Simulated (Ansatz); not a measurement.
**Question.** Name a neutral molecule of C, Cl, O, Sc, Si and H with HOMO energy (PBE/def2-TZVPP) between -6.15 and -5.85 eV and LUMO energy (ωB97M-V/def2-TZVPP) between -0.85 and -0.55 eV (Ansatz, PBE0-D4/def2-TZVP geometry).

**Answer.** `[CH3][Sc]([Cl])[O][SiH3]` (-6.10 eV, -0.73 eV). Other molecules can fit too; these were computed, each in one conformer that needn't be the lowest.
